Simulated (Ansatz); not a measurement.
CuN₂H₄⁺, that is Cu(NH2)2 with one electron fewer, relaxed as a triplet with UKS r2SCAN-D4/def2-TZVP in Ansatz, starting from the r2SCAN-D4/def2-TZVP geometry of the neutral doublet. Force threshold 0.02 eV/Å.

The relaxation made no stability test and no search for a lower SCF solution.

Start:

```xyz
7

Cu    0.001   -0.001   -0.001
N     1.042    1.433    0.038
H     1.938    1.522   -0.421
H     0.834    2.297    0.522
N    -1.041   -1.434   -0.038
H    -0.836   -2.298   -0.522
H    -1.938   -1.520    0.422
```

| step | energy (eV) | largest force component (eV/Å) | SCF passes |
| --- | --- | --- | --- |
| 1 | -47677.4994 | 0.867 | 21 |
| 2 | -47677.5670 | 0.633 | 30 |
| 3 (rejected) | -47677.4216 | 1.781 | 40 |
| 4 | -47677.6016 | 0.473 | 35 |
| 5 | -47677.6205 | 0.460 | 28 |
| 6 | -47677.6660 | 0.543 | 28 |
| 7 | -47677.7337 | 0.139 | 27 |
| 8 | -47677.7339 | 0.134 | 24 |
| 9 (rejected) | -47677.7132 | 0.916 | 28 |
| 10 | -47677.7477 | 0.054 | 25 |
| 11 | -47677.7490 | 0.129 | 22 |
| 12 | -47677.7495 | 0.001 | 23 |

Force components are those of the run's own axes.

End:

```xyz
7

Cu   -0.0002    0.0001    0.0002
N     1.0699    1.4730    0.0389
H     2.0778    1.4690    0.1969
H     0.7585    2.4353   -0.0943
N    -1.0700   -1.4729   -0.0388
H    -1.2915   -2.0223   -0.8694
H    -1.5444   -1.8822    0.7664
```

By distances, no bond broke or formed. The bond that changes most is Cu1–N2, from 1.77 to 1.82 Å (atoms count from 1).

No frequencies were taken in this run, so the end may be a saddle point.

Hardware: 4 threads of Intel Xeon 6975P-C on a shared host. Wall time 12 s.
